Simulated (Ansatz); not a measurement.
Mulliken charges of H$_{5}$MoN$_{3}$O, SMILES `[NH]=[Mo](=[NH])([NH2])[OH]` from PBE/def2-TZVPP in Ansatz (PBE0-D4/def2-TZVP geometry).

| atom | x (Å) | y (Å) | z (Å) | charge (e) |
| --- | --- | --- | --- | --- |
| N1 | -1.112 | 0.626 | -1.116 | -0.580 |
| Mo2 | 0.209 | 0.090 | -0.136 | 1.309 |
| N3 | 1.076 | -1.240 | -0.818 | -0.615 |
| N4 | -0.550 | -0.521 | 1.540 | -0.537 |
| O5 | 1.436 | 1.522 | 0.110 | -0.486 |
| H6 | -1.710 | 0.594 | -1.931 | 0.178 |
| H7 | 1.293 | -1.948 | -1.504 | 0.176 |
| H8 | -0.203 | -1.326 | 2.037 | 0.178 |
| H9 | -1.474 | -0.265 | 1.851 | 0.175 |
| H10 | 1.119 | 2.417 | -0.030 | 0.202 |

Question: By hand: the dipole of these point charges (1 e Å = 4.8032 D).

Answer: Σ q r = (-0.291, 0.026, 0.164) e Å, of length 0.335 e Å = 1.61 D.

Question: How does the dipole of the full density compare? (Estimate.)

Answer: Computed: (-0.384, -0.081, -0.038) e Å, 1.89 D; the point charges give 0.85 times that, at 38° from its direction.

Point charges leave out the atoms' own dipoles, such as those of lone pairs, and Mulliken's split depends on the basis, so the two needn't agree.
